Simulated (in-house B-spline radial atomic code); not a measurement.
The cobalt ion Co⁴⁺: [Ar] 3d5

Method: non-relativistic B97-1, spin-polarised, spherical fractional occupations, point nucleus. Calculated with a B-spline radial code for spherical atoms.

Effective charges: Z_r = [3n² - l(l+1)]/(2<r>) from the radius, Z_e = n√(-2ε) from the energy, and Slater's rules. Values are occupation-weighted means over spin.

```tsv
shell	electrons	ε (eV)	<r> (bohr)	Z_r	Z_e	Slater
1s	2	-7616.6	0.05691	26.36	23.66	26.70
2s	2	-959.74	0.2584	23.22	16.80	22.85
2p	6	-840.6	0.2261	22.11	15.72	22.85
3s	2	-164.21	0.7698	17.54	10.42	15.75
3p	6	-127.59	0.7971	15.68	9.19	15.75
3d	5	-71.35	0.8609	12.20	6.87	7.60
```

The least bound orbital is 3d up at -71.35 eV, and it is also the most diffuse (<r> = 0.8609 bohr).
